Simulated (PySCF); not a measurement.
## Titanium: a sound run and one with changed settings

Sound run: Ti(2+) [Ar] 3d2, Ti(3+) [Ar] 3d1. Computed with PySCF 2.14 in aug-cc-pVDZ-DK, with the spin-free X2C one-electron Hamiltonian (Gaussian nucleus). In the sound run the correlated levels freeze [Ar]. The sound run starts from symmetry-adapted Hartree-Fock orbitals and uses a fine grid where one is needed.

Changed run: the non-relativistic Hamiltonian (point nucleus). This setting is unsound on purpose.

```csv
species,method,sound run (hartree),changed run (hartree),converged
Ti(2+),UHF,-852.06437,-846.03877,yes
Ti(2+),PBE,-852.72094,-846.69757,yes
Ti(2+),M06-2X,-852.95919,-846.93520,yes
Ti(2+),MP2,-852.06715,-846.04152,yes
Ti(3+),UHF,-851.07544,-845.04580,yes
Ti(3+),PBE,-851.67760,-845.64993,yes
Ti(3+),M06-2X,-851.93936,-845.91110,yes
```

Ionisation energy of Ti(2+):

```
 method  sound run (eV)  changed run (eV)
    UHF          26.910            27.020
    PBE          28.391            28.508
 M06-2X          27.751            27.867
    MP2          26.986            27.095
SCS-MP2          26.935            27.045
```

Most of the change in total energy is the relativistic energy itself. On top of that the contraction fixes the core shape for the Hamiltonian it was made with, so the changed run is not a good calculation with the other Hamiltonian either.

For comparison, NIST gives 27.492 eV between the lowest levels.
